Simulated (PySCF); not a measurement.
CH₇ClGeSi.
Structure used (PBE0-D3(BJ)/def2-SVP), in Å, numbered top down from 1:
```
atom  x, y, z in Å
Si1   -0.1528    0.1709   -0.7321
Ge2    1.8016    0.0494    0.6235
C3     3.2342    1.0349   -0.3095
Cl4    3.2987    0.5266   -2.0236
H5    -0.3796    1.5910   -1.1402
H6    -0.0009   -0.6791   -1.9484
H7    -1.3410   -0.3002    0.0444
H8     2.2670   -1.4043    0.8288
H9     1.5908    0.7000    2.0084
H10    4.2188    0.8421    0.1379
H11    3.0450    2.1169   -0.2864
```

Method used: PBE0-D3(BJ)/def2-SVP geometry optimisation, gas phase in PySCF.

Masses are those of the commonest isotopes; rigid-rotor values at the optimised geometry. The values belong to one conformer with, in the numbering `[SiH3:1][GeH2:2][CH2:3][Cl:4]`, Si1–Ge2–C3–Cl4 -48°.

Task: Give the principal moments of inertia and the rotational constants in GHz.

Result: Ia = 156.47, Ib = 298.41, Ic = 425.59 u·Å²; 505379 MHz·u·Å²/I gives 3230, 1694 and 1187 MHz, that is A = 3.2298, B = 1.6936, C = 1.1875 GHz.

Task: What kind of rotor is it?

Result: An asymmetric top. Ray's parameter κ = (2B − A − C)/(A − C) = -0.504; −1 is the prolate and +1 the oblate limit.

Task: Is it planar, by Δ = Ic − Ia − Ib?

Result: Not planar: Δ = Ic − Ia − Ib = -29.29 u·Å². For a rigid frame Δ = −2 Σ m c², so Σ m c² = 14.64 u·Å² lies off the ab plane: 8.98 from hydrogen and 5.67 from heavier atoms. The atom farthest from that plane is 1.68 Å away.

Task: Give the other two planar moments, Paa and Pbb, and the rms extents of the mass along the axes.

Result: Paa = Σ m a² = (Ib + Ic − Ia)/2 = 283.76 and Pbb = Σ m b² = (Ia + Ic − Ib)/2 = 141.83 u·Å². With the mass M = 155.92 u, the rms extents √(P/M) along a, b and c are 1.35, 0.95, 0.31 Å.

Task: Which types of transition are allowed, and where do some lines up to J = 5 fall?

Result: The dipole components are |μa| = 0.46 D, |μb| = 1.22 D, |μc| = 0.72 D. The squared components, which scale the intensities, stand as 0.14 : 1.00 : 0.35 (a : b : c). Some lines, for components of 0.1 D or more:

```csv
type,branch,"J(Ka,Kc)",MHz,lower level (cm⁻¹)
c,Q,"4(2,3) ← 4(1,3)",3087,1.094
b,R,"4(2,2) ← 3(3,1)",3795,1.116
b,Q,"2(2,0) ← 2(1,1)",4714,0.373
b,R,"3(1,2) ← 2(2,1)",4719,0.527
c,R,"1(1,0) ← 0(0,0)",4923,0.000
b,Q,"3(2,2) ← 3(1,3)",6947,0.584
b,R,"3(0,3) ← 2(1,2)",7111,0.323
b,Q,"4(3,1) ← 4(2,2)",8002,1.242
b,Q,"4(2,3) ← 4(1,4)",8051,0.928
b,Q,"3(3,0) ← 3(2,1)",8519,0.832
b,R,"3(1,3) ← 2(0,2)",8960,0.285
b,Q,"3(3,1) ← 3(2,2)",9007,0.815
c,R,"3(1,2) ← 2(0,2)",11982,0.285
b,Q,"4(4,0) ← 4(3,1)",12277,1.509
a,R,"5(1,5) ← 4(1,4)",12799,0.928
c,R,"3(2,1) ← 2(1,1)",13754,0.373
a,R,"5(3,2) ← 4(3,1)",14916,1.509
c,R,"4(2,2) ← 3(1,2)",16726,0.684
c,R,"3(3,0) ← 2(2,0)",17558,0.531
c,R,"4(3,1) ← 3(2,1)",20302,0.832
c,R,"5(3,3) ← 4(2,3)",23911,1.197
c,R,"4(4,0) ← 3(3,0)",24059,1.116
b,R,"5(4,1) ← 4(3,2)",27025,1.506
```

Task: Estimate the classical rotational partition function at 25 K, 50 K and 500 K.

Result: Point group C1, symmetry number σ = 1; q = (√π/σ)·√((kT/h)³/(ABC)), k/h = 20836.6 MHz/K: 8270 at 25 K, 23400 at 50 K, 740000 at 500 K.

No frequency check. No vibrational averaging or centrifugal distortion is included, and the geometry carries the error of its method. A rigid rotor knows nothing of internal rotation, which can split or shift real lines. Quadrupole hyperfine structure (35Cl) is left out.
